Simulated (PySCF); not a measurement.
Job file and geometry (Å, from GFN2-xTB) of an NMR shielding run on `C[NH][AlH][N]1[SiH2]CN[SiH2]1`, C$_{2}$H$_{12}$AlN$_{3}$Si$_{2}$, GIAO PBE0/pcSseg-1 NMR shielding, non-relativistic, gas phase in PySCF 2.14.0, density-fitted response routines; density fitting, a coarse starting grid and PySCF grid level 2 are the driver's defaults:

```
$ OMP_NUM_THREADS=1 python probes_run.py task.json out

{"job": {"kind": "nmr", "xc": "PBE0", "basis": "pcSseg-1"}, "charge": 0, "multiplicity": 1}
C      3.998480    -0.450145    -0.621493
N      2.593360    -0.524813    -0.234666
Al     1.251954     0.557650    -0.697513
N     -0.459763     0.298829    -0.176722
Si    -1.711823     1.463939    -0.477000
C     -3.216939     0.489507     0.179612
N     -2.694270    -0.687462     0.840710
Si    -1.061467    -1.139384     0.629651
H      4.127682     0.404401    -1.285643
H      4.318950    -1.351502    -1.154173
H      4.650501    -0.312556     0.247353
H      2.438082    -1.317040     0.383639
H      1.498657     1.780460    -1.585136
H     -1.504052     2.695963     0.298855
H     -1.876125     1.765400    -1.906338
H     -3.896079     0.209641    -0.634276
H     -3.808295     1.077521     0.888487
H     -3.393593    -1.316188     1.198979
H     -0.420989    -1.328924     1.937987
H     -0.839421    -2.304618    -0.245045
```

Task: What does the program print?

Result: 
```
coarse grid: 17672 points
cycle   1  E = -1068.3618064561  dE =  6.987e-01  |g| = 7.310e-01  |ddm| = 4.111e+00
cycle   2  E = -1068.1995689368  dE =  1.622e-01  |g| = 1.111e+00  |ddm| = 1.535e+00
cycle   3  E = -1068.4787725254  dE = -2.792e-01  |g| = 8.757e-02  |ddm| = 1.026e+00
cycle   4  E = -1068.4800439942  dE = -1.271e-03  |g| = 4.780e-02  |ddm| = 1.096e-01
cycle   5  E = -1068.4805277476  dE = -4.838e-04  |g| = 1.377e-02  |ddm| = 4.785e-02
cycle   6  E = -1068.4805654095  dE = -3.766e-05  |g| = 3.702e-03  |ddm| = 1.235e-02
cycle   7  E = -1068.4805682692  dE = -2.860e-06  |g| = 7.483e-04  |ddm| = 2.830e-03
final grid: 155600 points
cycle   8  E = -1068.5185226567  dE = -2.102e-05  |g| = 9.307e-03  |ddm| = 2.003e-02
cycle   9  E = -1068.5185033328  dE =  1.932e-05  |g| = 1.315e-02  |ddm| = 1.838e-02
cycle  10  E = -1068.5185428200  dE = -3.949e-05  |g| = 1.099e-03  |ddm| = 1.099e-02
cycle  11  E = -1068.5185430638  dE = -2.438e-07  |g| = 2.686e-04  |ddm| = 8.993e-04
cycle  12  E = -1068.5185430781  dE = -1.423e-08  |g| = 9.094e-05  |ddm| = 2.751e-04
cycle  13  E = -1068.5185430796  dE = -1.587e-09  |g| = 3.365e-05  |ddm| = 9.402e-05
cycle  14  E = -1068.5185430799  dE = -2.265e-10  |g| = 6.487e-06  |ddm| = 2.810e-05
converged SCF energy = -1068.5185430799

GIAO shielding tensors (ppm)
atom      isotropic    diamagn.    paramagn.     s11        s22        s33       span
  0 C      153.047     236.911     -83.864    126.422    147.871    184.847     58.426
  1 N      215.631     328.744    -113.113    169.705    224.121    253.067     83.362
  2 Al     391.955     801.093    -409.138    362.589    398.246    415.030     52.441
  3 N      235.385     331.901     -96.516    178.647    230.836    296.671    118.025
  4 Si     371.523     879.791    -508.268    325.429    359.861    429.278    103.849
  5 C      158.617     247.550     -88.934    139.277    142.367    194.206     54.929
  6 N      257.020     324.149     -67.129    199.817    240.292    330.951    131.134
  7 Si     371.356     881.334    -509.978    328.267    360.061    425.739     97.471
  8 H       28.667      26.887       1.780     24.465     27.450     34.085      9.620
  9 H       28.649      25.506       3.144     23.160     26.777     36.011     12.851
 10 H       28.640      25.532       3.108     23.204     26.640     36.074     12.870
 11 H       30.372      36.611      -6.238     21.746     31.028     38.343     16.597
 12 H       27.245      31.711      -4.466     23.038     26.195     32.503      9.465
 13 H       26.569      29.489      -2.921     22.590     24.427     32.689     10.098
 14 H       26.512      29.313      -2.801     22.903     24.491     32.142      9.238
 15 H       28.816      28.560       0.256     23.419     26.526     36.503     13.083
 16 H       28.743      28.086       0.657     23.604     26.526     36.100     12.496
 17 H       31.946      31.105       0.841     21.214     29.706     44.917     23.703
 18 H       26.285      31.745      -5.460     22.082     24.912     31.862      9.780
 19 H       26.207      31.465      -5.258     22.236     24.722     31.663      9.426
```

Size and cost of the density-fitted run: 217 basis functions, 100 s wall time on 1 thread of an Arm Neoverse N1, shared host; peak memory 0.94 GiB.
